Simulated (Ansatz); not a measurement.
C$_{4}$H$_{3}$F$_{7}$, SMILES `FC(F)CC(F)(F)C(F)(F)F`, one more setting.

```yaml
crystal:
  periodic: [false, false, false]
  atoms:
    - {symbol: F, position_ang: [-1.514496, -1.042852, 1.194507]}
    - {symbol: C, position_ang: [-0.818657, 0.086869, 1.463541]}
    - {symbol: F, position_ang: [-0.680423, 0.159252, 2.810965]}
    - {symbol: C, position_ang: [0.560135, 0.021664, 0.844778]}
    - {symbol: C, position_ang: [0.660919, 0.433373, -0.605403]}
    - {symbol: F, position_ang: [0.237514, 1.709335, -0.758812]}
    - {symbol: F, position_ang: [1.960049, 0.386382, -0.970278]}
    - {symbol: C, position_ang: [-0.118618, -0.422620, -1.630655]}
    - {symbol: F, position_ang: [0.207721, -0.070194, -2.866123]}
    - {symbol: F, position_ang: [-1.427760, -0.252709, -1.477743]}
    - {symbol: F, position_ang: [0.169825, -1.710334, -1.465140]}
    - {symbol: H, position_ang: [-1.414003, 0.943675, 1.135233]}
    - {symbol: H, position_ang: [0.958256, -0.986587, 0.967696]}
    - {symbol: H, position_ang: [1.206439, 0.715546, 1.386334]}
basis:
  gaussian: {orbitals: def2-mTZVP}
total_charge: 1
magnetization: {spin_polarized: true, initial_magnetization: 1}
hamiltonian: {xc: {name: wB97X}, pseudopotentials: {relativity: scalar}}
scf: {lower_state_search: full}
```

```sh
$ ansatz run in.yaml --threads 4 --pin off --events-out ev --progress --plain --max-ram 63488MiB --backend cpu
```

Output, abridged:

```
Functional definition: wB97X
1869 factors; their error is unknown
412 factors; integrals over basis functions are off by at most 3.5e-6 eV
mean field evaluation 1: about -23215.0998 eV, gradient 5.5e1 eV
mean field evaluation 2: about -23214.3001 eV, gradient 6.2e1 eV
mean field evaluation 4: about -23223.7653 eV, gradient 2.3e0 eV
mean field evaluation 8: about -23223.8003 eV, gradient 2.8e-1 eV
mean field evaluation 16: about -23223.8053 eV, gradient 3.9e-2 eV
mean field evaluation 32: about -23223.8062 eV, gradient 4.5e-4 eV
mean field -23223.80622693 eV, -853.4591371784 hartree, gradient 1.1e-5 eV, S^2 0.754047; 4 other end points of the search recorded, 0 dependent functions left out
reference -23223.80620206 eV, -853.4591362644 hartree; 45, 44 occupied and 173, 174 virtual orbitals, 1869 factors
Total energy: -23223.80620206 eV, -853.4591362644 hartree
Relativity: scalar
```

Hardware: 4 threads of an AMD EPYC 7R13 on a shared host. Wall time 51 s, peak host memory 2.1 GiB.
